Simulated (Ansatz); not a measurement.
`[F][InH][Cl]` and `[Cl][InH][Cl]` differ in one atom or group.

Ansatz, PBE0-D4/def2-TZVP geometries, multiplicity 1. 

Elements past krypton have def2 core potentials. Outer-core shells of In are correlated without core-valence functions. Spin–orbit coupling is left out.

```
                                            property  `[F][InH][Cl]`
    size of the dipole moment (B3LYP/def2-TZVPP) / D            3.00
vertical ionisation energy (CCSD(T)/def2-TZVPP) / eV           11.57
               LUMO energy (ωB97M-V/def2-TZVPP) / eV           -0.31
                  HOMO energy (PBE0/def2-TZVPP) / eV           -9.08
                   LUMO energy (PBE/def2-TZVPP) / eV           -2.71
                HOMO–LUMO gap (PBE0/def2-TZVPP) / eV            7.24
```

(1) What does the change do to each property? (Best estimate.)

Answers

(1) Ansatz gave: 
```
                                            property  `[Cl][InH][Cl]`  shift
    size of the dipole moment (B3LYP/def2-TZVPP) / D             2.50  -0.50
vertical ionisation energy (CCSD(T)/def2-TZVPP) / eV            11.31  -0.26
               LUMO energy (ωB97M-V/def2-TZVPP) / eV            -0.38  -0.07
                  HOMO energy (PBE0/def2-TZVPP) / eV            -8.92   0.16
                   LUMO energy (PBE/def2-TZVPP) / eV            -2.67   0.04
                HOMO–LUMO gap (PBE0/def2-TZVPP) / eV             6.97  -0.27
```

With PBE0 the HOMO rises by 0.16 eV and the LUMO falls by 0.11 eV, so the gap narrows by about 0.27 eV. PBE moves the HOMO by 0.12 eV and ωB97M-V by 0.21 eV. Dipoles are sizes alone; their direction can turn.

B3LYP here is the variant with VWN-RPA as its local correlation; programs differ in this.
